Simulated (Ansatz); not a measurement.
A set of 12 reactions (atomization), with CCSD(T)/CBS values in kJ/mol:

```
                                                 reaction      ΔE
            `C[SiH]([SiH3])CF` → 2 C• + F• + 9 H• + 2 Si•  4786.1
                                     `FP(F)F` → 3 F• + P•  1519.2
         `[CH3][Al]([CH3])[C]#N` → Al• + 3 C• + 6 H• + N•  4360.3
`[F][Al@H-]1[F+][Al@@H-]([F])[F+]1` → 2 Al• + 4 F• + 2 H•  3222.1
           `SC1[SiH2]C[SiH2]1` → 2 C• + 8 H• + S• + 2 Si•  4458.3
                           `CC(C)[O]`• → 3 C• + 7 H• + O•  4159.1
           `C[Si](Cl)C#N`• → 2 C• + Cl• + 3 H• + N• + Si•  3157.6
         `C[Si@H]1C[Si@@H]1[SiH3]` → 2 C• + 10 H• + 3 Si•  4984.4
         `O[Si](O)(F)O[SiH2]`• → F• + 4 H• + 3 O• + 2 Si•  4018.9
                           `[F][Ge][Cl]` → Cl• + F• + Ge•   946.5
              `B[Se][SiH2]C` → B• + C• + 7 H• + Se• + Si•  3709.0
                      `[I][Sn]([I])([I])[I]` → 4 I• + Sn•  1035.3
```

Calculated with Ansatz (gas phase, PBE0-D4/def2-TZVP geometries, no zero-point term in ΔE). CCSD(T)/CBS adds triple-zeta CCSD(T) − MP2 to the extrapolated MP2 energy (def2 sets, frozen cores). This one scheme is used for every species, atoms too. Functionals use def2-TZVPP. B3LYP here is the variant with VWN-RPA as its local correlation; programs differ in this. No spin–orbit coupling; open shells (•) take unrestricted orbitals. Spin–orbit coupling would lower the free atoms: a little for Al, B, C, Cl, F, O, S, Si; clearly for Ge, Se; strongly for I, Sn. def2 core potentials past Kr. Bonds to Ge, I, Se, Sn are less sure, by a few kJ/mol each and by 10 to 20 or more in all where they break to atoms, as the def2 sets lack core-valence functions. Scalar relativity is left out up to krypton. One conformer a species, not always the lowest.

(1) Give the mean, mean absolute and largest difference (level minus CCSD(T)/CBS, kJ/mol) for: PBE-D4, ωB97M-V, B2PLYP, PBE, r2SCAN, PBE0, B3LYP, MP2/def2-TZVPP, CCSD/def2-TZVPP, CCSD(T)/def2-TZVPP, MP2/def2-QZVPP, HF/CBS(def2), MP2/CBS(def2), CCSD/CBS(def2). (Estimate.)

The largest T1 diagnostic in the set is 0.018, for `C[Si](Cl)C#N`• (customary mark 0.045).

CCSD(T)/CBS is a level of theory with its own doubt, and the functionals carry their triple-zeta basis error, so these figures describe this set and don't rank the functionals.

Results:

(1) Ansatz gave: 
```tsv
level	mean	mean absolute	largest
PBE-D4	35.7	50.4	119.1
ωB97M-V	-5.2	25.4	-108.2
B2PLYP	-53.4	53.4	-113.9
PBE	12.8	43.5	99.0
r2SCAN	-3.9	17.6	-61.9
PBE0	-40.6	48.0	-141.4
B3LYP	-58.4	58.4	-155.7
MP2/def2-TZVPP	-37.8	47.1	-122.1
CCSD/def2-TZVPP	-150.8	150.8	-192.5
CCSD(T)/def2-TZVPP	-99.4	99.4	-133.1
MP2/def2-QZVPP	22.0	43.7	94.4
HF/CBS(def2)	-891.9	891.9	-1268.9
MP2/CBS(def2)	61.7	61.7	135.7
CCSD/CBS(def2)	-51.3	51.3	-69.3
```
